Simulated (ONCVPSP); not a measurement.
## What one change does to a pseudopotential (germanium (Ge), ONCV)

```json
{
  "Element": "Ge",
  "Generator": "ONCVPSP 4.0.1",
  "Type": "optimised norm-conserving Vanderbilt (ONCV)",
  "Functional": "PBEsol",
  "Relativity": "fully relativistic",
  "Frozen core": "[Ar]",
  "Valence charge": "14",
  "Reference configuration": "3d10 4s1.5 4p2.5",
  "Partial waves": "4s: rc 1.80 bohr, ncon 5, nbas 9, qcut 4.6 1/bohr, 1 projector; 4p: rc 1.90 bohr, ncon 4, nbas 9, qcut 5 1/bohr, 1 projector; 3d: rc 1.05 bohr, ncon 5, nbas 10, qcut 18 1/bohr, 2 projectors, debl 2.3 Ha; f scattering state at 0.14 Ha: rc 1.65 bohr, ncon 3, nbas 6, qcut 6 1/bohr, 2 projectors, debl 1.9 Ha",
  "Local potential": "polynomial inside 1.00 bohr (lpopt 2, dvloc0 1 Ha)",
  "Core correction": "Teter function fitted to the true core (icmod 2), fcfact 0.35"
}
```

Open shells are filled in proportion to 2j + 1.

Change: local potential polynomial inside 0.75 bohr (lpopt 2, dvloc0 4 Ha).

Cutoffs: the cutoffs (Ha) at which the residual kinetic energy of the hardest occupied pseudo-wave falls to 1 and 0.1 mHa per electron; they do not see the model core or the augmentation charge, which bear on the density cutoff. Errors are all-electron minus pseudo energies relative to the spin-unpolarised reference configuration.

Question: What does the change do?

Answer: The potential gets neither clearly harder nor softer (117 Ha and 132 Ha → 117 Ha and 132 Ha); a bound ghost appears in s, which as a rule spoils a file; the lowest positive-energy flag moves from s at 22.0 eV to none; the number of tests with a reliable result goes from 3 to 2; the range in which the s phases agree widens (upper end 0.5 → 3.5). In the separable form a ghost depends on how the local part lies against the semilocal potential of the channel, so the choice of the local part can create or remove one.

| quantity | base | changed |
| --- | --- | --- |
| cutoff, loose | 117 Ha | 117 Ha |
| cutoff, tight | 132 Ha | 132 Ha |
| bound ghosts | none | s |
| GHOST(+) flags under 300 eV | s at 22.0 eV | none |
| tests with a reliable result | 3 of 4 | 2 of 4 |
| error for 3d10 4s2 4p2, meV [ΔE -3.96 eV] | +0.1 | -0.1 |
| error for 3d10 4s2 4p1, meV [ΔE 3.50 eV] | -0.3 | -0.5 |
| s: phases at 1.83 bohr within 0.05 rad from the reference energy up to (Ha; the scan ends near 5) | 0.5 | 3.5 |
| p3/2: phases at 1.93 bohr within 0.05 rad from the reference energy up to (Ha; the scan ends near 5) | 1.5 | 1.0 |
| p1/2: phases at 1.93 bohr within 0.05 rad from the reference energy up to (Ha; the scan ends near 5) | 1.5 | 1.1 |
| d5/2: phases at 1.07 bohr within 0.05 rad from the reference energy up to (Ha; the scan ends near 5) | to the end of the scan | to the end of the scan |
| d3/2: phases at 1.07 bohr within 0.05 rad from the reference energy up to (Ha; the scan ends near 5) | to the end of the scan | to the end of the scan |
| f7/2: phases at 1.67 bohr within 0.05 rad from the reference energy up to (Ha; the scan ends near 5) | to the end of the scan | to the end of the scan |
| f5/2: phases at 1.67 bohr within 0.05 rad from the reference energy up to (Ha; the scan ends near 5) | to the end of the scan | to the end of the scan |
| rms error of d²Exc/dni dnj with the model core, mHa | 6.72 | 6.72 |

 A true bound ghost makes a file unfit for plane-wave use even where its test errors are small: the radial tests pick states by their node count and pass the ghost by.
